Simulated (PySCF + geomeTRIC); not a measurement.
Species: H4OSSi, SMILES `O[SiH2]S` (H–O–Si–S torsion 52°, O–Si–S–H torsion 65°) (charge 0, multiplicity 1).

Give a relaxed geometry from PBE0-D4/def2-TZVP run with PySCF + geomeTRIC.

This is not unique; one that fits is the end point of this relaxation, one of several conformers (outside a Z-matrix the atoms follow the SMILES, hydrogens last).
Z-matrix (Å, degrees):
```
Si
O 1 1.6417
H 2 0.9589 1 117.30
H 1 1.4779 2 104.49 3 174.00
H 1 1.4844 4 111.92 2 -122.14
S 1 2.1331 4 111.60 5 -114.75
H 6 1.3443 1 94.60 4 -52.79
```
